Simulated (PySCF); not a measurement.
FH₃LiN, SMILES [F][Li]<-[NH3] (connectivity only; charge and spin as stated), neutral, multiplicity 1. Atoms are numbered in the order given.

```xyz
6

N      0.0000     0.0000    -1.7164
H      0.8147     0.4704    -2.0995
H      0.0000    -0.9408    -2.0995
H     -0.8147     0.4704    -2.0995
Li     0.0000     0.0000     0.3329
F      0.0000     0.0000     1.9238
```

The structure is a stationary point at B3LYP-D3(BJ)/def2-TZVP.

Calculation: B3LYP-D3(BJ)/def2-TZVP (PySCF).

Frequencies are harmonic and unscaled.

Modes within 1.5 cm⁻¹ of each other (mostly degenerate sets) share a row, with their intensities summed.

| mode | ν (cm⁻¹) | IR (km/mol) | Raman (Å⁴/amu) | depolarisation | moving atoms (share of kinetic energy) |
|---|---|---|---|---|---|
| 1–2 | 46 | 58.6 | 0.2 | 0.75 | Li 71 %, H 17 %, F 10 % |
| 3 | 284 | 2.7 | 0.7 | 0.15 | N 49 %, F 35 %, H 11 % |
| 4–5 | 469 | 228.7 | 0.0 | – | H 75 %, Li 12 %, N 12 % |
| 6 | 919 | 154.0 | 1.7 | 0.02 | Li 79 %, F 21 % |
| 7 | 1193 | 176.6 | 0.2 | 0.37 | H 84 %, N 16 % |
| 8–9 | 1669 | 50.3 | 8.2 | 0.75 | H 94 % |
| 10 | 3457 | 2.3 | 99.1 | 0.03 | H 98 % |
| 11–12 | 3560 | 43.6 | 80.3 | 0.75 | H 92 %, N 8 % |
